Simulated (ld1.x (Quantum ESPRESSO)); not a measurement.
Fe (Z = 26), RRKJ: configuration errors across variants

Fe (Z = 26), norm-conserving RRKJ (Kleinman–Bylander form), made with ld1.x (Quantum ESPRESSO) 7.5 (LDA (PZ), scalar-relativistic). Core [Ar], reference 3d6 4s2 4p0. Waves: 4p (bound, empty): rc 2.75 bohr; 3d (bound): rc 1.90 bohr; 4s (bound): rc 2.20 bohr. Local part: the s channel. Core correction: none.

All-electron excitation energies from the reference (eV): (1) 3d6 4s1 4p0 8.981; (2) 3d6 4s0 4p0 25.473; (3) 3d5 4s0 4p0 60.002; (4) 3d6 4s0 4p2 8.613; (5) 3d7 4s1 4p0 -0.829; (6) 3d6 4s1.5 4p0 3.596; (7) 3d4 4s0 4p0 113.380; (8) 3d6 4s2 4p0 spin -3.389; (9) 3d6 4s1 4p0 spin 4.814.

Spin tests fill each open shell by Hund’s rule, majority spin first.

Tests that are not counted but printed errors over 1 eV. “wave 3d (bound): rc 1.90 bohr becomes 3d (bound): rc 2.86 bohr”: all (the test run did not reproduce the reference configuration, from which every error is measured).

1 further variants failed, have other tests or too few solved ones, and are left out.

Errors AE − PS in meV (a dash: test not solved or not reliable):

| change | (1) | (2) | (3) | (4) | (5) | (6) | (7) | (8) | (9) | bound ghosts |
| --- | --- | --- | --- | --- | --- | --- | --- | --- | --- | --- |
| base | +6.0 | +42 | -71 | +3.3 | -81 | +1.0 | +165 | +2988 | +3110 | none |
| type PAW; waves now 4s (bound): rcut 1.90, rcutus 2.20 bohr; 4s channel at 0.05 Ry: rcut 1.90, rcutus 2.20 bohr; 4p (bound): rcut 2.40, rcutus 2.75 bohr; 4p channel at 0.65 Ry: rcut 2.40, rcutus 2.75 bohr; 3d (bound): rcut 1.65, rcutus 1.90 bohr; 3d channel at -0.05 Ry: rcut 1.65, rcutus 1.90 bohr; local potential all-electron potential smoothed inside 1.60 bohr (lloc = -1); core correction a·sin(br)/r model core, default radius (ld1.x builds one for every PAW set, though the input has nlcc=.false.); augmentation PSQ, inside the norm-conserving radii | -0.6 | -4.9 | -362 | -1.8 | -77 | -0.3 | -1904 | -15 | -11 | none |
| wave 3d (bound): rc 1.90 bohr becomes 3d (bound): rc 2.86 bohr | – | – | – | – | – | – | – | – | – | none |
| wave 4s (bound): rc 2.20 bohr becomes 4s (bound): rc 2.92 bohr | +7.0 | +22 | -267 | -14 | -37 | +1.5 | -265 | +2982 | +3151 | none |

Task: Give the same row for: core correction a·sin(br)/r model core inside 0.82 bohr.

Result: -1.7, -18, -287, -8.7, -113, -0.4, -575, +231, +254; bound ghosts: none.
